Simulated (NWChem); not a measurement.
System: C$_{2}$H$_{4}$ClNSi; SMILES [SiH2](Cl)CC#N

```xyz
9

N     -1.0708    -2.6226    -0.3090
C     -0.2290    -1.9398     0.0985
C      0.8187    -1.0621     0.5788
Si     0.8758     0.6159    -0.3064
Cl    -0.8443     1.6665     0.1224
H      0.6913    -0.8846     1.6597
H      1.8003    -1.5489     0.4427
H      2.0485     1.3644     0.2220
H      0.9779     0.4156    -1.7751
```
Atoms are numbered in this order, from 1.

STO-3G and 3-21G are far too small for this property and stand as cheap habits. All runs use the structure optimised with PBE0/def2-SVP.

Problem. Give the principal values of the shielding tensors (ppm) of N1, C2, C3, Si4, Cl5 from Hartree-Fock/STO-3G, GIAO (NWChem), with their diamagnetic and paramagnetic parts as GIAO splits them.

Solution. 
```tsv
atom	σ11	σ22	σ33	isotropic	diamagnetic	paramagnetic
N1	-67.8	-56.7	310.1	61.9	320.6	-258.7
C2	56.6	62.5	297.9	139.0	265.6	-126.6
C3	229.1	235.1	253.5	239.2	246.7	-7.5
Si4	545.3	590.7	639.2	591.7	866.9	-275.2
Cl5	1104.4	1294.2	1321.6	1240.0	1129.9	110.1
```
